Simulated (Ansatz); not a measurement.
`C[Si](C)(O)[SiH3]` + H₂O → `C[Si](O)(O)[SiH3]` + CH₄  (formal hydrolysis of the Si–C bond)

Gas-phase electronic energies from Ansatz, PBE0-D4/def2-TZVP geometries. CCSD(T)/CBS is the MP2 limit (def2-TZVPP, def2-QZVPP) plus CCSD(T) − MP2 in def2-TZVPP, frozen cores. This one scheme is used for every species. Each species was taken in one conformer, which may not be the lowest.

`C[Si](C)(O)[SiH3]`:

Cartesian coordinates in Å:
```
C 0.310 -1.882 -0.225
Si 0.365 -0.022 -0.155
C 0.780 0.567 1.572
O 1.549 0.419 -1.233
Si -1.697 0.910 -0.808
H 1.278 -2.300 0.066
H -0.450 -2.277 0.454
H 0.079 -2.229 -1.235
H 1.742 0.157 1.894
H 0.016 0.244 2.285
H 0.842 1.657 1.624
H 1.689 1.356 -1.378
H -2.767 0.616 0.188
H -1.589 2.395 -0.920
H -2.146 0.390 -2.130
```

H₂O:

Cartesian coordinates in Å:
```
O -0.279 0.120 0.243
H 0.654 0.342 0.270
H -0.375 -0.462 -0.513
```

`C[Si](O)(O)[SiH3]`:

Z-matrix (Å, degrees):
```
C
Si 1 1.866
H 1 1.094 2 111.0
H 1 1.093 2 110.5 3 119.8
H 1 1.094 2 111.5 3 -120.5
O 2 1.643 1 112.3 3 -61.3
O 2 1.655 1 109.3 3 56.5
Si 2 2.347 1 111.8 3 -179.5
H 6 0.959 2 117.2 1 77.0
H 7 0.958 2 117.6 1 33.8
H 8 1.489 2 111.3 1 58.8
H 8 1.487 2 111.5 1 -179.6
H 8 1.492 2 109.5 1 -60.0
```

CH₄:

```xyz
5

C     0.000    0.000    0.000
H    -0.112   -0.934    0.551
H    -0.769    0.063   -0.770
H     0.984    0.030   -0.467
H    -0.103    0.841    0.686
```

```
            species  HF/def2-TZVPP energy (Eh)
`C[Si](C)(O)[SiH3]`                 -734.44257
                H₂O                  -76.06237
`C[Si](O)(O)[SiH3]`                 -770.33864
                CH₄                  -40.21433
```

(1) Work out ΔE.

Largest T1 diagnostic among the species: 0.012.

Answers

(1) ΔE = (-770.33864) + (-40.21433) − (-734.44257) − (-76.06237) = -0.04803 Eh = -126.1 kJ/mol. CCSD(T)/CBS gives -105.1 kJ/mol.

The D4 term adds +4.6 kJ/mol with B3LYP and +2.7 kJ/mol with PBE0; it sums over pairs of atoms, weighted by their polarisabilities, and B3LYP, whose exchange is more repulsive, gets the larger term. In def2-TZVPP, CCSD(T) changes the Hartree–Fock value by +19.0 kJ/mol (the triples alone add +2.1 kJ/mol) and MP2 by +18.8 kJ/mol.

B3LYP here is the variant with VWN-RPA as its local correlation; programs differ in this.
